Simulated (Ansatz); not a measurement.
The cluster FeO₃⁺. Total charge 1; doublet. Geometry PBE0-D4/def2-TZVP, that of the neutral singlet; atoms count from 1.

```
atom   x (Å)   y (Å)   z (Å)
 Fe1   0.220  -0.659  -0.270
  O2  -0.628   1.880   0.769
  O3  -0.261   0.781   0.319
  O4   0.669  -2.001  -0.818
```

The structure holds one bond between oxygen atoms, so isomers without such links may lie far lower. The charge 1 doublet is spin-contaminated (final ⟨S²⟩ up to 2.28, 0.75 for a pure state). The structure comes from a short search, and lower isomers may exist.

**Question.** Estimate the Mulliken populations from the PBE0/def2-TZVP orbitals of Ansatz.

**Answer.** 
```tsv
atom	charge (e)	spin (α − β)	d electrons
Fe1	1.38	2.51	6.36
O2	0.14	-1.05	–
O3	-0.19	-0.53	–
O4	-0.33	0.07	–
```
Mulliken values depend strongly on the basis.

**Question.** Where does the spin sit?

**Answer.** Summed by element: Fe 2.51, O -1.51, of 1 unpaired in all. Largest on single atoms: Fe1 2.51, O2 -1.05, O3 -0.53.

**Question.** And the Mayer bond orders between heavy atoms (over 0.3)?

**Answer.** Fe1–O3 0.50 (1.63 Å); Fe1–O4 1.89 (1.52 Å); O2–O3 1.64 (1.24 Å).
